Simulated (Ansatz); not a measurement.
Born–Oppenheimer molecular dynamics of C$_{3}$H$_{9}$ClSi (14 atoms, charge 0, multiplicity 1). It starts from a relaxed structure.

Computed with Ansatz, RHF/6-31G.

```yaml
ensemble: NVE (velocity Verlet)
time_step: 1 fs
steps_asked: 500
starting_velocities_drawn_for: 200 K
masses: H 3.016 u
seed: 465370
```

First frame:

```xyz
14
Properties=species:S:1:pos:R:3
Si 0.006 -0.034 -0.101
Cl 0.038 -0.239 2.107
C 1.824 0.045 -0.647
H 2.355 -0.853 -0.357
H 1.885 0.143 -1.727
H 2.326 0.894 -0.200
C -0.939 1.574 -0.464
H -1.949 1.526 -0.077
H -0.445 2.425 -0.011
H -0.992 1.742 -1.536
C -0.890 -1.574 -0.758
H -1.899 -1.633 -0.366
H -0.948 -1.538 -1.842
H -0.365 -2.478 -0.475
```

Problem. How far do the bonds stretch over the last three quarters of this one trajectory? (Pairs bonded in most of those frames.)

Solution. 
```json
{"bond": "Si1–Cl2", "mean (Å)": "2.225", "spread (Å)": "0.030", "shortest": "2.17", "longest": "2.28"}
{"bond": "Si1–C3", "mean (Å)": "1.904", "spread (Å)": "0.027", "shortest": "1.84", "longest": "1.97"}
{"bond": "Si1–C7", "mean (Å)": "1.901", "spread (Å)": "0.017", "shortest": "1.86", "longest": "1.94"}
{"bond": "Si1–C11", "mean (Å)": "1.903", "spread (Å)": "0.020", "shortest": "1.85", "longest": "1.94"}
{"bond": "C3–H4", "mean (Å)": "1.084", "spread (Å)": "0.005", "shortest": "1.07", "longest": "1.09"}
{"bond": "C3–H5", "mean (Å)": "1.086", "spread (Å)": "0.007", "shortest": "1.07", "longest": "1.10"}
{"bond": "C3–H6", "mean (Å)": "1.084", "spread (Å)": "0.006", "shortest": "1.07", "longest": "1.10"}
{"bond": "C7–H8", "mean (Å)": "1.084", "spread (Å)": "0.008", "shortest": "1.07", "longest": "1.10"}
{"bond": "C7–H9", "mean (Å)": "1.084", "spread (Å)": "0.007", "shortest": "1.07", "longest": "1.10"}
{"bond": "C7–H10", "mean (Å)": "1.087", "spread (Å)": "0.008", "shortest": "1.07", "longest": "1.11"}
{"bond": "C11–H12", "mean (Å)": "1.085", "spread (Å)": "0.018", "shortest": "1.05", "longest": "1.12"}
{"bond": "C11–H13", "mean (Å)": "1.088", "spread (Å)": "0.022", "shortest": "1.04", "longest": "1.14"}
{"bond": "C11–H14", "mean (Å)": "1.085", "spread (Å)": "0.015", "shortest": "1.05", "longest": "1.12"}
```

Mean temperature of the second half: 99 K. The conserved energy stayed within 0.2 meV per atom of its start (net change 0.052 meV per atom), so the integration is sound. Over the second half the temperature averaged 0.50 of the 200 K drawn at the start: a run that starts near a minimum puts about half its kinetic energy into the potential. A run of 0.5 ps of so small a system gives no equilibrium averages. Limits of this set-up: no polarisation functions.

Time of the run: 20 min on 1 thread of Arm Neoverse V1 (shared host), peak memory 0.15 GiB.
